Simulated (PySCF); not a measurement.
Harmonic spectrum computed at PBE0 in the def2-TZVP basis family (core potentials from Rb on, PySCF, no spin–orbit coupling):

```csv
symmetry,ω (cm⁻¹),IR (km/mol)
a1,598,66.5
b2,1618,614
a1,1641,197
```

**Question.** Which molecule gave it? In each, all ligands are bound to the one heavy central atom.
A. MoH₂ (quintet)
B. ZrH₂ (triplet)
C. CeH₂ (triplet)
D. ScH₂ (doublet)

**Answer.** B. It has C2v symmetry with Zr–H 1.860 Å (×2).
